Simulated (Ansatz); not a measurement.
Start from `CC(Br)[TeH]` and change one atom or group to get `C[CH]([GeH3])Br`.

Ansatz, PBE0-D4/def2-TZVP geometries, multiplicity 1. 

Elements past krypton have def2 core potentials. Scalar relativity is left out up to krypton. Spin–orbit coupling is left out; it splits and shifts lone-pair levels of the heavy atoms by tenths of an eV.

```csv
property,`CC(Br)[TeH]`
LUMO energy (B3LYP/def2-TZVPP) / eV,-1.32
HOMO energy (B3LYP/def2-TZVPP) / eV,-6.18
size of the dipole moment (ωB97M-V/def2-TZVPP) / D,1.86
HOMO–LUMO gap (B3LYP/def2-TZVPP) / eV,4.85
HOMO–LUMO gap (PBE0/def2-TZVPP) / eV,5.30
HOMO energy (PBE0/def2-TZVPP) / eV,-6.39
```

(1) What does the change do to each property? (An estimate is asked.)

Answers

(1) Ansatz gave: 
```
                                          property  `C[CH]([GeH3])Br`  shift
               LUMO energy (B3LYP/def2-TZVPP) / eV              -0.49   0.83
               HOMO energy (B3LYP/def2-TZVPP) / eV              -7.38  -1.20
size of the dipole moment (ωB97M-V/def2-TZVPP) / D               1.86   0.00
             HOMO–LUMO gap (B3LYP/def2-TZVPP) / eV               6.89   2.04
              HOMO–LUMO gap (PBE0/def2-TZVPP) / eV               7.37   2.07
                HOMO energy (PBE0/def2-TZVPP) / eV              -7.60  -1.21
```

With PBE0 the HOMO falls by 1.21 eV and the LUMO rises by 0.87 eV, so the gap widens by about 2.08 eV. PBE moves the HOMO by -1.05 eV and ωB97M-V by -1.26 eV. Dipoles are sizes alone; their direction can turn.

Positive LUMOs are unbound, so they and the gaps depend on the basis.

B3LYP here is the variant with VWN-RPA as its local correlation; programs differ in this.
